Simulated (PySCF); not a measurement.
Cl3Y, SMILES [Cl][Y]([Cl])[Cl] (connectivity only; charge and spin as stated), charge -1, multiplicity 2. Atoms are numbered in the order given.

```xyz
4

Y      0.0000     0.0000     0.0000
Cl     2.5486     0.0000     0.0000
Cl    -1.2743    -2.2071     0.0000
Cl    -1.2743     2.2071     0.0000
```
Charge -1, spin multiplicity 2.

The structure is a stationary point at B3LYP-D3(BJ)/def2-SVPD. The spin state was assumed, not searched. The isomer is the one that the SMILES or the coordinates give; other isomers of the formula were not compared. The def2 effective core potentials stand for the cores of Y; spin–orbit coupling is left out.

Calculation: r2SCAN/def2-TZVPD (PySCF).

Mulliken values depend strongly on the basis, most of all with diffuse functions as here. ESP charges are fitted to the potential on shells at 1.4 to 2.0 van der Waals radii. Atomic charges (e):

```
atom  ESP fit  Mulliken  Mulliken spin
----  -------  --------  -------------
Y1          …      0.81           1.13
Cl2         …     -0.60          -0.04
Cl3         …     -0.60          -0.04
Cl4         …     -0.60          -0.04
```

**Question.** Complete the blanks. (Estimate from the structure and the level; the computed values follow.)

**Answer.** 
- Y1, ESP fit: 0.41
- Cl2, ESP fit: -0.47
- Cl3, ESP fit: -0.47
- Cl4, ESP fit: -0.47
